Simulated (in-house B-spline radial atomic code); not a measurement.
# RPA and G0W0 on HSE06: the indium ion In³⁺

Configuration [Kr] 4d10, mean-field start HSE06. Computed with a B-spline radial code for spherical atoms: all electrons, scalar-relativistic (spin-free one-electron X2C), finite nucleus, each spin shell either full or empty, empty states to l = 9 with an (l + 1/2)⁻⁴ tail; G0W0 by contour deformation at full frequency.

Command:
```bash
python run_gw.py task.json out
```
Settings (radii: box in bohr, nucleus in fm):
```
Z                        49
electrons                46
configuration            [Kr] 4d10
hamiltonian              x2c
method                   hse06
lmax                     9
rms_radius               4.6156
spin_polarised           False
box_radius               14.14
intervals                68
```

Run time, properties included: 3.1 s on 1 thread of Arm Neoverse V2 (shared host).

Energies (hartree):

```csv
term,value
mean-field total,-5878.66650
Hartree-Fock functional on these orbitals,-5876.51114
direct second order,-4.0165
second-order exchange,1.1161
SOSEX correction,1.045
```

Q: What is the RPA correlation energy, and what remains with SOSEX?

A: RPA gives -3.5612 hartree (-2.11 eV per electron); RPA + SOSEX gives -2.5162, and the second-order doubles -2.9005 hartree (no singles). SOSEX takes back 29 % of the RPA value.

Quasi-particle levels (eV):

```csv
level,occupied,mean field,Σx - vxc,Σc,QP weight,G0W0
4d,yes,-49.92,-6.81,?,?,?
5s,no,-31.87,5.53,-1.94,0.974,-28.284
```

G0W0 = mean field + (Σx - vxc) + Σc, with Σc (partial-wave tail included) taken at the quasi-particle energy. Only the outer levels were computed. Levels of low weight are left out.

Q: Where does G0W0 put 4d?

A: At -56.48 eV, with Σc = 0.25 eV and a quasi-particle weight of 0.941. The tabulated removal energy is 55.45 ± 0.04 eV (NIST, measured); the calculation leaves out spin-orbit coupling, Breit and QED terms, and what these don't explain is the method's own error.
